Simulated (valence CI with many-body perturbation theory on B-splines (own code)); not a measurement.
Values are calculated unless marked as measured or tabulated.
## Sensitivity of CI+MBPT for La LIII

Level of theory: valence CI with perturbative core correlation (CI+MBPT): three valence electrons over a frozen Dirac-Fock core [He], a basis of 6 s, 6 p, 5 d, 3 f, 1 g functions for each j, with the one-electron correlation potential Σ1 (screened to all orders), the two-electron term Σ2, the three-electron term Σ3, Breit, model QED; selected single and double excitations, second order for the rest, scaled by the run's own slope (own B-spline code, finite nucleus).

No measured spectrum was set against this ion. As an estimate, large intervals hold to a few tenths of a per cent, small ones and those within an open d or f shell to about a per cent.

The reference run has the lowest level (2s^2 2p1/2) J=1/2 and an ionisation energy of 10421.6 eV. Its largest variational space holds 3665 state functions.

Levels are named by their leading jj configuration (3d3/2^4 stands for four electrons in 3d with j = 3/2), which in mixed levels can hold well under half, so a name can repeat and another be missing. Letters in brackets count levels of one name in rising energy.

Changed runs:
A. lowest core n in screening and Σ2 1 → 3
B. correlating orbitals by l 3 3 3 2 1 → 4 4 3 0 0
C. logarithmic knot step 0.27 → 0.33
D. logarithmic knot step 0.27 → 1.1 (bad on purpose)

Excitation energies of the reference run in cm⁻¹, and shifts in cm⁻¹:

```csv
Level,Reference,B,C,D
(2s 2p1/2^2) J=1/2,1431650,+12,-49,-234
(2s^2 2p3/2) J=3/2,3666320,-41,+2.8,+141
(2s 2p1/2 2p3/2) J=3/2 [a],4664310,-732,-43,-89
(2s 2p1/2 2p3/2) J=5/2,4934000,+315,-44,-87
(2s 2p1/2 2p3/2) J=1/2,5360340,+710,-44,-87
(2s 2p1/2 2p3/2) J=3/2 [b],5364470,+1278,-44,-84
(2p1/2^2 2p3/2) J=3/2,6886010,+528,-89,-315
(2s 2p3/2^2) J=5/2,8476510,-11,-39,+61
(2s 2p3/2^2) J=1/2,9111420,+916,-39,+69
(2s 2p3/2^2) J=3/2,9119570,+1191,-39,+65
(2p1/2 2p3/2^2) J=3/2,10275900,+42,-84,-173
(2p1/2 2p3/2^2) J=5/2,10440800,+1062,-84,-170
Ionisation energy (eV),10421.6,-0.14,+0.0007,+0.011
```

Run A: It gave no result: the setting left no core shell for the response of the core. The program said: "need at least one array to concatenate".
